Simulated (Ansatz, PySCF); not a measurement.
Molecule: SbF$_{2}$ (charge 0, doublet). It need not be the lowest isomer of its formula. 
Coordinates optimised at B3LYP-D3(BJ)/def2-TZVP (Ansatz, a program for electronic structure):
```
Sb
F 1 1.9207
F 1 1.9207 2 95.32
```
Charge 0, spin multiplicity 2.

Total electronic energies in hartree. Valence correlation only, unless marked. UHF or UKS for open shells. No spin-orbit coupling. The frozen core is the preceding noble-gas configuration, with the filled d and f shells of earlier blocks. Past Kr the def2 sets carry scalar-relativistic core potentials. STO-3G rows are all-electron and non-relativistic. Basis-set limits of correlation are two-point, X^-3; Hartree-Fock from the larger set. The bracket is a focal-point correction in the basis named.

```
level                                                                 program  energy (Eh)
-------------------------------------------------------------  --------------  -----------
HF/STO-3G                                                              Ansatz  -6447.39760
HF-D4/def2-TZVPD                                                PySCF + dftd4   -438.28642
RI-HF/def2-TZVPP                                                       Ansatz   -438.27785
RI-HF/def2-QZVPP                                                       Ansatz   -438.29272
B3LYP-D3(BJ)/def2-TZVPD                                        Ansatz + dftd3   -440.16353
B3LYP/def2-TZVPD                                                       Ansatz   -440.16115
PBE0/STO-3G                                                            Ansatz  -6449.74268
PBE0/def2-TZVP                                                         Ansatz   -439.88933
PW6B95-D3(BJ)/def2-TZVPD                                        PySCF + dftd3   -440.42882
HSE06/def2-TZVPD                                                       Ansatz   -439.88274
B2PLYP/def2-TZVPD                                                      Ansatz   -439.70197
RI-MP2/def2-TZVPP                                                      Ansatz   -438.88185
CCSD/def2-SVP                                                          Ansatz   -438.45648
CCSD(T)/def2-TZVPP                                                     Ansatz   -438.90568
RI-MP2/CBS(def2-TZVPPD,def2-QZVPPD)+[CCSD(T)-MP2]/def2-TZVPPD          Ansatz    -439.0222
```

Totals of different functionals don't rank their quality; only differences between species are comparable.
